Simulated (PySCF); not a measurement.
C₇H₉BF₃N.
Z-matrix (Å and degrees, PBE0-D3(BJ)/def2-SVP geometry), rows numbered from 1:
```
F 
C   1  1.3425
F   2  1.3549  1  105.99
F   2  1.3429  1  106.36  3   112.56
C   2  1.4938  1  113.26  3  -122.64
B   5  1.6295  2  116.20  1  -171.27
N   6  1.6084  5  109.17  2   -54.85
C   7  1.3394  6  120.05  5   -79.72
C   8  1.3859  7  121.90  6   177.42
C   9  1.3935  8  118.92  7     0.09
C  10  1.3914  9  118.73  8    -0.17
C   7  1.3385  6  120.25  5    97.49
H   5  1.1010  2  107.23  1   -51.35
H   5  1.1026  2  106.24  1    62.29
H   6  1.2220  5  112.88  2    62.08
H   6  1.2250  5  110.67  2  -170.89
H   8  1.0914  7  115.43  6    -2.99
H   9  1.0909  8  119.62  7   179.94
H  10  1.0923  9  120.60  8   179.83
H  11  1.0908 10  121.51  9  -179.77
H  12  1.0907  7  115.31  6     1.84
```

Computed at PBE0/pcSseg-1 (PySCF, non-relativistic), with Q(11B) = 0.04059 b, Q(14N) = 0.02044 b: B6, 11B (I = 3/2): χzz = 2.188 MHz, η = 0.255; N7, 14N (I = 1): χzz = -2.421 MHz, η = 0.107.

**Question.** Find the zero-field quadrupole resonance frequencies of 11B at B6.

**Answer.** From ν = (|χ|/2)√(1 + η²/3): ν = 1.106 MHz (four-coordinate boron).

**Question.** Where would the pure quadrupole (NQR) lines of 14N at N7 fall for the rigid, isolated species?

**Answer.** From ν± = (3/4)|χ|(1 ± η/3) and ν0 = |χ|η/2: ν+ 1.880 MHz, ν− 1.751 MHz, ν0 0.130 MHz (nitrogen bonded to B and 2 C).

In a crystal, neighbours and librations shift these lines. These gradients aren't converged with respect to the basis.

These values come from a run that also computed NMR shieldings. The run took 57 s of wall time on one thread of an Arm Neoverse V1, shared host, and the process peaked at 1.2 GiB of memory.

One conformer stands for the species.
